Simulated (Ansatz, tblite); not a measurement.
Two members of one family (Series CoX3), computed with Ansatz in the gas phase. The two geometries come from different levels. HOMO and LUMO are taken over both spins. Binding counts from free atoms in the multiplicity of their measured ground term, without zero-point energy. Singlets are spin-restricted. Names give formal oxidation states. A dash marks a value that wasn't run or was left out as unsound. The structures are stationary points that may keep the symmetry of their start. Remarks come from the PBE and PBE0 runs and from stability tests at other levels; not every state was tested.

First: CoF3 (quintet, charge 0, PBE0-D4/def2-TZVP geometry).

```xyz
4

Co    0.000    0.000    0.000
F     0.854    0.800    1.259
F    -1.241   -1.126    0.384
F     0.387    0.325   -1.643
```

```tsv
level	HOMO (eV)	LUMO (eV)	gap (eV)	binding per atom (eV)
PBE-D4/def2-SVP	-7.61	-6.42	1.19	3.64
PBE-D4/def2-TZVP	-8.13	-6.90	1.23	3.46
r2SCAN-D4/def2-TZVPD	-8.89	-6.59	2.30	3.39
B97M-V/def2-TZVP	-9.27	-6.35	2.91	3.24
PBE0-D4/def2-TZVP	-11.19	-5.45	5.74	3.12
```

Metal–donor distances: 3 × F 1.72 Å. Remarks: restricted SCF unstable (singlet), spin-contaminated (⟨S²⟩ up to 2.41) (triplet).

Second: Co(NH2)3 (quintet, charge 0, PBE0-D4/def2-SVP geometry).

```xyz
10

Co    0.000    0.000    0.000
N     1.778   -0.270   -0.276
H     2.400   -0.772    0.352
H     2.303    0.055   -1.083
N    -0.991    0.881   -1.247
H    -0.640    1.236   -2.132
H    -1.980    1.097   -1.165
N    -0.787   -0.610    1.523
H    -0.309   -1.097    2.277
H    -1.773   -0.519    1.752
```

**Question.** Estimate how these quantities change from the first to the second (second minus first).

**Answer.** 
```json
{"level": "PBE-D4/def2-SVP", "Δ HOMO (eV)": "3.44", "Δ LUMO (eV)": "3.24", "Δ gap (eV)": "-0.20", "Δ binding per atom (eV)": "-0.28"}
{"level": "PBE-D4/def2-TZVP", "Δ HOMO (eV)": "3.52", "Δ LUMO (eV)": "3.32", "Δ gap (eV)": "-0.20", "Δ binding per atom (eV)": "–"}
{"level": "r2SCAN-D4/def2-TZVPD", "Δ HOMO (eV)": "3.58", "Δ LUMO (eV)": "3.04", "Δ gap (eV)": "-0.54", "Δ binding per atom (eV)": "-0.18"}
{"level": "B97M-V/def2-TZVP", "Δ HOMO (eV)": "3.82", "Δ LUMO (eV)": "2.79", "Δ gap (eV)": "-1.03", "Δ binding per atom (eV)": "–"}
{"level": "PBE0-D4/def2-TZVP", "Δ HOMO (eV)": "4.62", "Δ LUMO (eV)": "3.37", "Δ gap (eV)": "-1.24", "Δ binding per atom (eV)": "0.03"}
```

Metal–donor distances: 3 × N 1.82 Å. The relaxed singlet lies at -0.26 eV (PBE-D4/def2-TZVP) to 0.69 eV (HSE06-D4/def2-TZVP) from the quintet, so the order hangs on the level. The relaxed triplet lies at -0.35 eV (PBE-D4/def2-TZVP) to -0.04 eV (PBE0-D4/def2-TZVP) from the quintet, nearly a tie at some levels. Remarks: triplet lower at PBE, spin states tie at PBE0, triplet lowest at PBE0, restricted SCF unstable in HF (singlet).
